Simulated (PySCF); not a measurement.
Nuclear quadrupole coupling in `CC(C)[Si@H]1C[SiH2]C1=O`

Species: C₅H₁₂OSi₂.
Structure used (GFN2-xTB), in Å, numbered top down from 1:
```
atom  x, y, z in Å
C1    -2.200   -0.714   -0.780
C2    -1.299   -0.456    0.424
C3    -1.298    1.030    0.779
Si4    0.474   -1.093    0.105
C5     1.434   -0.078   -1.217
Si6    2.533    0.905    0.013
C7     1.773   -0.309    1.343
O8     2.066   -0.550    2.487
H9    -3.215   -0.369   -0.583
H10   -1.829   -0.188   -1.657
H11   -2.242   -1.776   -1.013
H12   -1.716   -1.002    1.276
H13   -0.693    1.215    1.664
H14   -0.896    1.622   -0.041
H15   -2.312    1.376    0.979
H16    0.478   -2.552   -0.051
H17    0.815    0.537   -1.867
H18    2.019   -0.710   -1.882
H19    3.977    0.827   -0.194
H20    2.123    2.295    0.214
```

Field gradients from the PBE0/pcSseg-1 density (PySCF, non-relativistic), principal values in atomic units, ordered |Vxx| ≤ |Vyy| ≤ |Vzz|:

```tsv
atom	Vxx	Vyy	Vzz
O8	0.2933	1.7968	-2.0901
```

Problem. Find the asymmetry η = (Vxx − Vyy)/Vzz and the couplings χ = eQV/h (234.96 MHz × Q in barn × V in au), with Q(17O) = −0.0256 b.

Solution. 
```tsv
atom	environment	nucleus	η	χzz (MHz)	χxx (MHz)	χyy (MHz)
O8	carbonyl oxygen	17O	0.72	12.57	-1.76	-10.81
```

Problem. What is Vzz at O8 in SI units (1 au = 9.71736 × 10²¹ V/m²)?

Solution. -2.0901 au = -20.310 × 10²¹ V/m².

Were the hydrogens deuterons (Q(2H) = 0.00286 b), χzz would run from 108 kHz (H16) to 222 kHz (H17).

Geometry: GFN2-xTB, one conformer, isolated molecule. GFN2-xTB bond lengths can be off by several hundredths of an ångström, more for odd bonds, and the gradients follow them. A larger basis could move these couplings by a tenth or more.

These values come from a run that also computed NMR shieldings. On one thread of an Intel Xeon at 2.50 GHz, shared host with 64 logical CPUs at a one-minute load of 63, this took 2.1 min of wall time and 1.0 GiB of memory at its peak.
